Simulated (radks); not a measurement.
The numbers below are computed, except where a source is named.
Ionisation of the germanium ion Ge2+, [Ar] 3d10 4s2, to Ge3+, [Ar] 3d10 4s1, under several functionals. Scalar-relativistic Kohn-Sham, spin-unpolarised, spherical densities, finite nucleus; a radial shooting solver on a logarithmic mesh with Libxc functionals.

exchange-only B88: E(Ge2+) (hartree) -2096.90460; Exc (hartree) -77.92091; IE (eV) 34.016; -e(HOMO) (eV) 28.433; <r> HOMO (bohr) 1.950; IE error (eV) -0.041
exchange-only PBE: E(Ge2+) (hartree) -2096.52700; Exc (hartree) -77.53387; IE (eV) 34.020; -e(HOMO) (eV) 28.400; <r> HOMO (bohr) 1.957; IE error (eV) -0.037
OLYP: E(Ge2+) (hartree) -2098.89172; Exc (hartree) -80.01197; IE (eV) 34.300; -e(HOMO) (eV) 28.850; <r> HOMO (bohr) 1.951; IE error (eV) +0.242
exchange-only r2SCAN: E(Ge2+) (hartree) -2096.84675; Exc (hartree) -77.83613; IE (eV) 33.856; -e(HOMO) (eV) 28.573; <r> HOMO (bohr) 1.961; IE error (eV) -0.201
LDA (Slater exchange, Perdew-Wang correlation): E(Ge2+) (hartree) -2095.02902; Exc (hartree) -76.01592; IE (eV) 35.215; -e(HOMO) (eV) 29.631; <r> HOMO (bohr) 1.933; IE error (eV) +1.157
exchange-only LDA: E(Ge2+) (hartree) -2092.25722; Exc (hartree) -73.19679; IE (eV) 33.881; -e(HOMO) (eV) 28.303; <r> HOMO (bohr) 1.948; IE error (eV) -0.177
RPBE: E(Ge2+) (hartree) -2098.20800; Exc (hartree) -79.25167; IE (eV) 34.569; -e(HOMO) (eV) 29.078; <r> HOMO (bohr) 1.947; IE error (eV) +0.511
MS2 meta-GGA: E(Ge2+) (hartree) -2098.02350; Exc (hartree) -79.03943; IE (eV) 34.695; -e(HOMO) (eV) 29.263; <r> HOMO (bohr) 1.944; IE error (eV) +0.638

NIST Atomic Spectra Database: 34.058 eV (measured). Closest: exchange-only PBE. The Delta-SCF values span 1.36 eV, the total energies 6.63 hartree. The highest occupied level is 4s. Spin polarisation and multiplet splitting are left out, so open shells lie too high by an amount that depends on their filling.

Beside tabulated values, note that spin-unpolarised runs miss the spin-polarisation part of the exchange energy of open shells.
